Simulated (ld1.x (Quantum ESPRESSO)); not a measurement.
# Si: excitation energies, all-electron against TM

```json
{
 "Element": "Si",
 "Generator": "ld1.x (Quantum ESPRESSO) 7.5",
 "Type": "norm-conserving Troullier–Martins (Kleinman–Bylander form)",
 "Functional": "LDA (PZ)",
 "Relativity": "scalar-relativistic",
 "Frozen core": "[Ne]",
 "Valence charge": "4",
 "Reference configuration": "3s2 3p0 (charge +2)",
 "Partial waves": "3s (bound): rc 1.25 bohr; 3p (bound, empty): rc 1.30 bohr; 3d channel at 0.05 Ry: rc 1.05 bohr",
 "Local potential": "the d channel",
 "Core correction": "Bessel-smoothed model core inside 0.90 bohr"
}
```

Energies are relative to the spin-unpolarised reference configuration 3s2 3p0; without spin polarisation the order of configurations can differ from experiment. Spin-polarised rows fill each open shell by Hund’s rule, majority spin first.

```json
{"valence configuration": "3s2 3p1", "charge": "+1", "ΔE all-electron (eV)": "-16.114", "error AE − PS (meV)": "-0.9"}
{"valence configuration": "3s1 3p0", "charge": "+3", "ΔE all-electron (eV)": "34.145", "error AE − PS (meV)": "-25"}
{"valence configuration": "3s2 3p2.3", "charge": "-0.3", "ΔE all-electron (eV)": "-24.900", "error AE − PS (meV)": "+11"}
{"valence configuration": "3s2 3p1.5", "charge": "+0.5", "ΔE all-electron (eV)": "-20.978", "error AE − PS (meV)": "+2.5"}
{"valence configuration": "3s1 3p3", "charge": "0", "ΔE all-electron (eV)": "-17.137", "error AE − PS (meV)": "+25"}
{"valence configuration": "3s0 3p4", "charge": "0", "ΔE all-electron (eV)": "-10.164", "error AE − PS (meV)": "+24"}
{"valence configuration": "3s2 3p2 (spin-polarised)", "charge": "0", "ΔE all-electron (eV)": "-24.555", "error AE − PS (meV)": "+13"}
{"valence configuration": "3s2 3p1 (spin-polarised)", "charge": "+1", "ΔE all-electron (eV)": "-16.319", "error AE − PS (meV)": "+0.1"}
```

Problem. What are ΔE and the potential's error for 3s2 3p2?

Solution. ΔE = -23.943 eV all-electron; the error (AE − PS) is +8.0 meV.

Levels in the configuration 3s1 3p0:

| level | all-electron (eV) | pseudo (eV) |
| --- | --- | --- |
| 3s | -39.696 | -39.734 |

Note: ghost state, extra bound levels that the all-electron valence spectrum of the same l lacks: s at -60.1 eV. A true bound ghost makes a file unfit for plane-wave use.
